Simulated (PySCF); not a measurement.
GeH₆O₂Si.

```xyz
10

O     -1.1240    -1.0640    -1.0210
Ge    -0.4266    -0.0281     0.2668
O     -0.9902     1.6613     0.0499
Si     1.9323    -0.2551    -0.0273
H     -2.0932    -1.0890    -0.9772
H     -1.0110    -0.3875     1.6460
H     -0.6674     2.0412    -0.7821
H      2.3031     0.2529    -1.3768
H      2.3417    -1.6799     0.0987
H      2.6377     0.5532     1.0051
```
Charge 0, spin multiplicity 1.

The structure is a stationary point at TPSSh-D3(BJ)/def2-SVP. This is a generated structure with no PubChem entry under its InChIKey; it may be hypothetical. One conformer was computed; it need not be the lowest.

Computed with KT2/pcSseg-1 in PySCF. Non-relativistic, no solvent.

### Question
Give the absolute GIAO shielding of each atom: isotropic value and principal components (ppm). (An estimate is asked for; the answer gives what the named calculation found.)

### Answer

| atom | σ(iso) | σ11 | σ22 | σ33 | span |
|---|---|---|---|---|---|
| O1 | 250.1 | 188.6 | 255.0 | 306.6 | 117.9 |
| Ge2 | 1259.3 | 1167.7 | 1276.5 | 1333.7 | 166.0 |
| O3 | 239.5 | 157.3 | 262.2 | 299.0 | 141.7 |
| Si4 | 468.1 | 460.8 | 464.9 | 478.7 | 17.9 |
| H5 | 29.6 | 22.2 | 24.6 | 41.8 | 19.6 |
| H6 | 25.1 | 19.3 | 20.0 | 36.2 | 16.9 |
| H7 | 29.7 | 23.1 | 26.0 | 40.2 | 17.1 |
| H8 | 27.7 | 24.4 | 25.7 | 32.9 | 8.6 |
| H9 | 27.6 | 24.0 | 25.5 | 33.3 | 9.2 |
| H10 | 27.8 | 24.4 | 25.6 | 33.3 | 8.9 |
